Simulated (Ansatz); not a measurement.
Input for Ansatz (an electronic-structure program): R-SVWN5/def2-TZVPP on Cl2H2O2Ti (SMILES [OH][Ti]([OH])([Cl])[Cl]), 2S+1 = 1, a spin state set in the input, which need not be the lowest.

Ansatz 0.2 input:
```yaml
crystal:
  periodic: [false, false, false]
  atoms:
    - {symbol: Ti, position_ang: [0.29873672, 0.09210496, 0.14883717]}
    - {symbol: Cl, position_ang: [2.12602964, 0.69366632, -0.94374752]}
    - {symbol: Cl, position_ang: [0.87060640, -0.61503274, 2.16567043]}
    - {symbol: O, position_ang: [-0.49705827, -1.22591375, -0.72739118]}
    - {symbol: H, position_ang: [-0.35603378, -2.12006001, -1.04845367]}
    - {symbol: O, position_ang: [-0.82156951, 1.47055037, 0.27668945]}
    - {symbol: H, position_ang: [-1.72261914, 1.62898132, -0.02079294]}
basis:
  gaussian:
    orbitals: def2-TZVPP
hamiltonian:
  xc: {name: SVWN5}
```

The head of its log:

```
WARN ansatz: RAYON_NUM_THREADS=8 ignored (pool sized by the plan → 8); use --threads N
Functional definition: SVWN5
integrals: 0.22 GiB planned
1440 factors; their error is unknown
0.13 GiB of the device are held for the grids
1.37 GiB of device memory are held for the factors and their scratch space
mean field: 1.06 GiB planned
mean field evaluation 1: about -52117.3275 eV, gradient 9.5e1 eV
mean field evaluation 2: about -51970.6517 eV, gradient 2.6e2 eV
```

Q: Predict the final total energy.

A: -1915.8462 hartree.
